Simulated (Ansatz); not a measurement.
Total energies of ClH₃SiZn, SMILES `Cl[SiH2][ZnH]`.

Cartesian coordinates in Å:
```
Cl 0.1855 2.1729 -0.7952
Si 0.6314 0.1865 -0.3576
Zn -1.2178 -0.7532 0.8201
H 0.9290 -0.4703 -1.6604
H 1.9072 0.2052 0.4098
H -2.4353 -1.3410 1.5834
```

The species carries charge 0 and has multiplicity 1. For Zn the d shell is correlated and the shells below it are frozen. Scalar relativity is left out up to krypton. All single points use the PBE0-D4/def2-TZVP geometry. Basis def2-TZVPP, Ansatz.

RPA on PBE orbitals: Hartree–Fock energy of these orbitals -2527.96941 Eh, correlation -1.21259 Eh (frozen core).

```tsv
functional	energy without D4 (Eh)	D4 term (kJ/mol)
LDA (SPW92)	-2525.37813	–
PBE	-2530.33536	-12.6
revPBE	-2530.68258	-32.7
BLYP	-2531.02091	-27.2
r2SCAN	-2530.87342	-2.8
B97M-V	-2530.39937	–
PBE0	-2530.42121	-10.8
B3LYP	-2531.03725	-20.8
r2SCANh	-2530.85459	-3.1
r2SCAN0	-2530.82800	-3.5
HSE06 (plane-wave form)	-2530.40486	-10.2
BHLYP	-2530.90262	-18.2
CAM-B3LYP	-2531.07615	-11.2
LC-ωPBE	-2530.50078	–
ωB97X-V	-2530.66279	–
ωB97M-V	-2530.79628	–
B2PLYP	-2530.41073	–
PBE-QIDH	-2530.00415	–
```

B3LYP takes the VWN-RPA correlation (the form of Gaussian; ORCA's B3LYP/G). HSE06 is the plane-wave form, built on full-range PBE exchange. The double hybrids freeze the cores in their second-order part.

LC-ωPBE has ω = 0.4 bohr⁻¹.
